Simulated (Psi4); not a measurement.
I₅Ta (SMILES [I][Ta]([I])([I])([I])[I]), singlet, geometry from GFN2-xTB (such geometries of metal compounds can be far from the true shape) (core potentials on I, Ta); PBE0/def2-TZVP (Psi4 1.11).

Here is a job for Psi4.
```
memory 2 GB

molecule {
0 1
Ta   -0.00000000    0.00000000    0.00000000
I     2.27791408   -0.44897884   -1.43791736
I     1.22160212   -1.05529514    2.26474062
I    -1.22160212    1.05529514   -2.26474062
I    -1.92808836   -1.92888965    0.14121218
I    -0.34982572    2.37786848    1.29670518
}

set {
  basis def2-tzvp
}

energy('pbe0')
print_variables()
```

Task: What does Psi4 print? Leave out banner, timings and long lists.

Result: 
```
   => Loading Basis Set <=

    Name: DEF2-TZVP
    Role: ORBITAL
    Keyword: BASIS

    !!!  WARNING: ECP capability is in beta. Please check occupations closely.  !!!

         ---------------------------------------------------------
                                   SCF
               by Justin Turney, Rob Parrish, Andy Simmonett
                          and Daniel G. A. Smith
                              RKS Reference
         ---------------------------------------------------------

  ==> Geometry <==

    Molecular point group: c2v
    Full point group: D1h

    Geometry (in Angstrom), charge = 0, multiplicity = 1:

       Center              X                  Y                   Z               Mass
    ------------   -----------------  -----------------  -----------------  -----------------
         TA           0.000000000000     0.000000000000     0.000000001099   180.947995800000
         I            2.365070964230     0.000000000000     1.365474355220   126.904471900000
         I            0.000000000000    -2.781188531541     0.000000001099   126.904471900000
         I           -0.000000000000     2.781188531541     0.000000001099   126.904471900000
         I            0.000000000000     0.000000000000    -2.730948714206   126.904471900000
         I           -2.365070964230    -0.000000000000     1.365474355220   126.904471900000

  Running in c2v symmetry.

  Rotational constants: A =      0.00594  B =      0.00498  C =      0.00498 [cm^-1]
  Rotational constants: A =    177.98849  B =    149.39178  C =    149.39178 [MHz]
  Nuclear repulsion = 1090.931244071750825

  Charge       = 0
  Multiplicity = 1
  Electrons    = 138
  Nalpha       = 69
  Nbeta        = 69

  ==> Algorithm <==

  SCF Algorithm Type is DF.
  DIIS enabled.
  MOM disabled.
  Fractional occupation disabled.
  Guess Type is SAD.
  Energy threshold   = 1.00e-06
  Density threshold  = 1.00e-06
  Integral threshold = 1.00e-12

  ==> Primary Basis <==

  Basis Set: DEF2-TZVP
    Blend: DEF2-TZVP
    Number of shells: 94
    Number of basis functions: 290
    Number of Cartesian functions: 341
    Spherical Harmonics?: true
    Max angular momentum: 3

  Core potential: DEF2-TZVP
    Number of shells: 24
    Number of ECP primitives: 155
    Number of ECP core electrons: 200
    Max angular momentum: 3

  ==> DFT Potential <==

   => LibXC <=

    Version 7.1.2
[...]
   @DF-RKS iter   7: -1545.87337920184882   -2.08153e-03   9.16802e-05 DIIS
   @DF-RKS iter   8: -1545.87341187202401   -3.26702e-05   5.92593e-05 DIIS
   @DF-RKS iter   9: -1545.87345266969214   -4.07977e-05   1.12537e-05 DIIS
   @DF-RKS iter  10: -1545.87345425587478   -1.58618e-06   5.92243e-06 DIIS
   @DF-RKS iter  11: -1545.87345471153048   -4.55656e-07   9.00498e-07 DIIS
  Energy and wave function converged.

  ==> Post-Iterations <==

   Electrons on quadrature grid:
      Ntotal   =  138.0000211100 ; deviation = 2.111e-05

    Orbital Energies [Eh]
    ---------------------

    Doubly Occupied:

[...]
    Virtual:

[...]
    Final Occupation by Irrep:
             A1    A2    B1    B2
    DOCC [    26,    9,   17,   17 ]
    NA   [    26,    9,   17,   17 ]
    NB   [    26,    9,   17,   17 ]

  @DF-RKS Final Energy: -1545.87345471153048

   => Energetics <=

    Nuclear Repulsion Energy =           1090.9312440717508252
    One-Electron Energy =               -4864.2862524122683681
    Two-Electron Energy =                2317.3995331094865833
    DFT Exchange-Correlation Energy =     -89.9179794804995254
    Empirical Dispersion Energy =           0.0000000000000000
    VV10 Nonlocal Energy =                  0.0000000000000000
    Total Energy =                      -1545.8734547115304849

Computation Completed

Properties will be evaluated at   0.000000,   0.000000,   0.000000 [a0]

Properties computed using the SCF density matrix

 Multipole Moments:

 ------------------------------------------------------------------------------------
     Multipole            Electronic (a.u.)      Nuclear  (a.u.)        Total (a.u.)
 ------------------------------------------------------------------------------------

 L = 1.  Multiply by 2.5417464519 to convert [e a0] to [Debye]
 Dipole X            :          0.0000000            0.0000000            0.0000000
 Dipole Y            :          0.0000000           -0.0000000           -0.0000000
 Dipole Z            :          0.0004278           -0.0000000            0.0004278
 Magnitude           :                                                    0.0004278

 ------------------------------------------------------------------------------------

  Variable Map:
  ----------------------------------------------------------------------------
[...]
  Array Variable Map:
  ----------------------------------------------------------------------------
[...]
[...]
```
